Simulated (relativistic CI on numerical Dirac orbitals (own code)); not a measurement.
Radial parameters of In38+

Computed by Dirac-Coulomb-Breit CI, KLI orbitals optimised for each configuration, a model potential for QED, unscaled Slater integrals (own radial code, finite nucleus).

Slater integrals F^k, G^k are unscaled and averaged over j, outside the closed core [Ne]; ζ comes from projecting the Hamiltonian with its Breit term on Σ l·s of the shell.

- 3p: ζ(3p) = 294450 cm⁻¹; <r>(3p) = 0.2927, <r^2>(3p) = 0.09887 (bohr units).
- 3d: ζ(3d) = 38411 cm⁻¹; <r>(3d) = 0.2571, <r^2>(3d) = 0.07602 (bohr units).
- 4p: ζ(4p) = 119390 cm⁻¹; <r>(4p) = 0.5522, <r^2>(4p) = 0.3464 (bohr units).

Averages of the first 10 configurations, taken without configuration mixing, which lowers the lowest level and can move excited configurations by several eV; other configurations of the list can lie among them:

```json
{"Configuration": "3s", "Parity": "even", "States": "2", "Average energy above the lowest level (eV)": "0.0"}
{"Configuration": "3p", "Parity": "odd", "States": "6", "Average energy above the lowest level (eV)": "123.9"}
{"Configuration": "3d", "Parity": "even", "States": "10", "Average energy above the lowest level (eV)": "261.6"}
{"Configuration": "4s", "Parity": "even", "States": "2", "Average energy above the lowest level (eV)": "1200.5"}
{"Configuration": "4p", "Parity": "odd", "States": "6", "Average energy above the lowest level (eV)": "1251.4"}
{"Configuration": "4d", "Parity": "even", "States": "10", "Average energy above the lowest level (eV)": "1304.3"}
{"Configuration": "4f", "Parity": "odd", "States": "14", "Average energy above the lowest level (eV)": "1329.8"}
{"Configuration": "5s", "Parity": "even", "States": "2", "Average energy above the lowest level (eV)": "1732.5"}
{"Configuration": "5p", "Parity": "odd", "States": "6", "Average energy above the lowest level (eV)": "1758.1"}
{"Configuration": "5d", "Parity": "even", "States": "10", "Average energy above the lowest level (eV)": "1784.1"}
```
